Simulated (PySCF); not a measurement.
# Spinor energies of Eu⁵⁹⁺ (europium, charge +59)

Start: [He] 2s2. Calculated with PySCF 2.14 in an uncontracted even-tempered set (17 s from 9.9 bohr⁻², ratio 2.6; 13 p from 13 bohr⁻², ratio 2.6; 7 d from 13 bohr⁻², ratio 2.8; 4 f from 250 bohr⁻², ratio 2.8): generalised Hartree-Fock with the X2C-1e Hamiltonian and a Gaussian nucleus; spin-orbit coupling (SO) screened by Boettger's factors.

```json
{"spinor shell": "1s1/2", "electrons": "2", "ε, screened SO (eV)": "-55244.7", "weight of nominal j (screened SO)": "1.000", "rms radius, screened SO (bohr)": "0.0252"}
{"spinor shell": "2s1/2", "electrons": "2", "ε, screened SO (eV)": "-13478.0", "weight of nominal j (screened SO)": "1.000", "rms radius, screened SO (bohr)": "0.0977"}
```

```tsv
quantity	screened SO
E (hartree)	-5159.82949
M_J	0
⟨J²⟩	0.000
⟨L²⟩	0.000
⟨S²⟩	0.000
```

Breit and QED terms are absent; they matter most for the inner s and p1/2 levels.

Densities and radii are taken from the X2C orbitals without a picture-change correction, which distorts them close to the nucleus.
